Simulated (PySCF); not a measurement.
**Substituent chemical shifts**

Parent skeleton `[SH:1][c:2]1[cH:3][cH:4][cH:5][cH:6][cH:7]1`; one hydrogen on atom 5 is replaced by X. Hydrogens on one atom are averaged.

- PBE0/pcSseg-1 with gauge-including orbitals
- GFN2-xTB geometry
- code: PySCF 2.14
- one computed conformer, gas phase, one averaged value for each set of equivalent atoms, relativity neglected

Shifts are taken against calculated references (same method and geometry level): 33S (503.73 ppm) vs CS2; 13C (186.93 ppm), 1H (31.72 ppm) against TMS.

Parent (X = H): S1 0.2, C2 143.1, C3/C7 130.9, C4/C6 134.6, C5 128.8, H(S1) 3.60, H(C3)/H(C7) 7.32, H(C4)/H(C6) 7.46 ppm. Effects are Δδ = δ(X) − δ(H), positive for deshielding.

**Question.** Give Δδ (ppm) for X = CHO, CH2NH2, nPr.

**Answer.** 
| X | SMILES | S1 | C2 | C3/C7 | C4/C6 | C5 | H(S1) | H(C3)/H(C7) | H(C4)/H(C6) |
| --- | --- | --- | --- | --- | --- | --- | --- | --- | --- |
| CHO | O=Cc1ccc(S)cc1 | +12.5 | +8.9 | +0.2 | +2.8 | +8.2 | +0.32 | +0.15 | +0.56 |
| CH2NH2 | NCc1ccc(S)cc1 | -3.2 | -2.5 | +0.8 | -1.3 | +20.2 | -0.02 | -0.03 | -0.17 |
| nPr | CCCc1ccc(S)cc1 | -3.9 | -3.3 | -0.1 | +1.0 | +14.7 | -0.04 | -0.06 | -0.19 |

**Question.** Which position responds most, and to which substituents?

**Answer.** S1: from -3.9 ppm with nPr to +12.5 ppm with CHO.
